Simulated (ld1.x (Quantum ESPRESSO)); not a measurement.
nitrogen (N), TM semilocal: configuration errors across variants

ld1.x (Quantum ESPRESSO) 7.5 input, shortened:

```
&input
   title='N', zed=7., rel=1, dft='PZ', iswitch=3,
   config='[He] 2s2 2p3 3d-2'
 /
 &inputp
   pseudotype=1, tm=.true., lloc=1,
   nlcc=.false.
 /
3
2S  1  0   2.00   0.00  0.95  0.95  0.0
3D  3  2  -2.00   0.15  1.05  1.05  0.0
2P  2  1   3.00   0.00  1.20  1.20  0.0
 &test
   configts(1)='2s2 2p3'
 /
```

All-electron excitation energies from the reference (eV): (1) 2s2 2p2 13.732; (2) 2s2 2p1 42.702; (3) 2s2 2p0 89.866; (4) 2s0 2p5 22.452; (5) 2s1 2p4 11.204; (6) 2s2 2p3.3 -1.665; (7) 2s1 2p3 25.184; (8) 2s2 2p3 spin -2.892; (9) 2s2 2p2 spin 12.043.

Spin tests fill each open shell by Hund’s rule, majority spin first.

A semilocal file is local in each channel, so a ghost entry of none says nothing of the separable form that plane-wave codes build from it.

Errors AE − PS in meV (a dash: test not solved or not reliable):

| change | (1) | (2) | (3) | (4) | (5) | (6) | (7) | (8) | (9) | bound ghosts |
| --- | --- | --- | --- | --- | --- | --- | --- | --- | --- | --- |
| base | +4.4 | +68 | +384 | +47 | +12 | +0.1 | +1.5 | +294 | +206 | none |
| core correction a·sin(br)/r model core inside 0.46 bohr | +1.2 | +33 | +198 | +34 | +8.2 | +0.1 | +0.6 | +61 | +40 | none |
| core correction a·sin(br)/r model core inside 0.70 bohr | +3.1 | +53 | +304 | +43 | +10 | +0.1 | +1.0 | +196 | +137 | none |
| core correction a·sin(br)/r model core inside 0.84 bohr | +3.9 | +62 | +354 | +46 | +11 | +0.1 | +1.2 | +257 | +180 | none |
| core correction a·sin(br)/r model core inside 1.00 bohr | +4.3 | +67 | +376 | +47 | +11 | +0.1 | +1.4 | +285 | +200 | none |
| core correction a·sin(br)/r model core inside 1.10 bohr | +4.4 | +67 | +381 | +47 | +11 | +0.1 | +1.4 | +290 | +204 | none |

Problem. Give the same row for: core correction a·sin(br)/r model core inside 0.56 bohr.

Solution. +1.8, +39, +230, +37, +9.0, +0.1, +0.8, +104, +70; bound ghosts: none.
